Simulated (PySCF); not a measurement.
Species: C6H6NO2P.
Z-matrix (Å and degrees, GFN2-xTB geometry), rows numbered from 1:
```
C 
O   1  1.4189
C   2  1.3302  1  116.03
O   3  1.2089  2  124.01  1    -0.18
C   3  1.4914  2  112.59  1   179.79
C   5  1.3965  3  117.82  2   179.98
C   6  1.3764  5  122.47  3  -179.91
P   7  1.7403  6  124.02  5    -0.04
C   8  1.7544  7   97.96  6    -0.06
N   9  1.3038  8  128.62  7     0.10
H   1  1.0867  2  106.18  3   179.79
H   1  1.0924  2  110.40  3   -60.31
H   1  1.0924  2  110.47  3    59.81
H   6  1.0815  5  116.95  3     0.06
H   7  1.0837  6  118.66  5   179.96
H   9  1.0865  8  116.96  7  -179.91
```

Computed at PBE0/pcSseg-1 (PySCF, non-relativistic), with Q(17O) = −0.0256 b, Q(14N) = 0.02044 b: O2, 17O (I = 5/2): χzz = -10.45 MHz, η = 0.302; O4, 17O (I = 5/2): χzz = 9.637 MHz, η = 0.140; N10, 14N (I = 1): χzz = -5.836 MHz, η = 0.449.

Task: Find the zero-field quadrupole resonance frequencies of 17O at O2.

Result: From the eigenvalues of H = χ/[4I(2I − 1)] × [3Iz² − I(I + 1) + η(Ix² − Iy²)], steps between neighbouring levels, labelled as for η = 0: ±1/2↔±3/2 1.716 MHz, ±3/2↔±5/2 3.080 MHz (ester single-bonded oxygen).

Task: Where would the pure quadrupole (NQR) lines of 17O at O4 fall for the rigid, isolated species?

Result: From the eigenvalues of H = χ/[4I(2I − 1)] × [3Iz² − I(I + 1) + η(Ix² − Iy²)], steps between neighbouring levels, labelled as for η = 0: ±1/2↔±3/2 1.476 MHz, ±3/2↔±5/2 2.880 MHz (ester carbonyl oxygen).

Task: Find the zero-field quadrupole resonance frequencies of 14N at N10.

Result: From ν± = (3/4)|χ|(1 ± η/3) and ν0 = |χ|η/2: ν+ 5.032 MHz, ν− 3.722 MHz, ν0 1.310 MHz (pyridine-type nitrogen).

In a crystal, neighbours and librations shift these lines. GFN2-xTB bond lengths can be off by several hundredths of an ångström, more for odd bonds, and the gradients follow them. The basis is small and wasn't made for field gradients, so the couplings can be 20 % off.

One conformer stands for the species.
